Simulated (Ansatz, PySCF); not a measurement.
System: sum formula BNH3 (charge +1, singlet). It need not be the lowest isomer of its formula. 
Structure (B3LYP-D3(BJ)/def2-TZVP (Ansatz, a first-principles code) minimum search):
```xyz
5

B      0.7546     0.2085     0.0423
N     -0.5076    -0.1403    -0.0284
H      1.8793     0.5193     0.1053
H     -1.2805     0.5223     0.0551
H     -0.8187    -1.1024    -0.1727
```
Charge +1, spin multiplicity 1.

Total electronic energies in hartree. Correlated levels leave the core frozen unless marked. No spin-orbit coupling. No relativistic terms. CBS(X,Y): correlation extrapolated as X^-3; Hartree-Fock from the larger set.

```csv
level,program,energy (Eh)
HF/cc-pVTZ,Ansatz,-80.64781
HF/cc-pwCVTZ,Ansatz,-80.64849
M06-L-D4/def2-TZVPD,PySCF + dftd4,-81.12665
RI-MP2/aug-cc-pVTZ,Ansatz,-80.93463
SCS-MP2/def2-QZVPPD,Ansatz,-80.96215
CCSD(T)/cc-pVDZ,PySCF,-80.88197
CCSD(T)/def2-TZVPPD,Ansatz,-80.96227
CCSDT/cc-pVDZ,Ansatz,-80.88251
"CCSD(T)/CBS(def2-TZVPPD,def2-QZVPPD)",Ansatz,-80.9953
```

Totals of different functionals don't rank their quality; only differences between species are comparable.
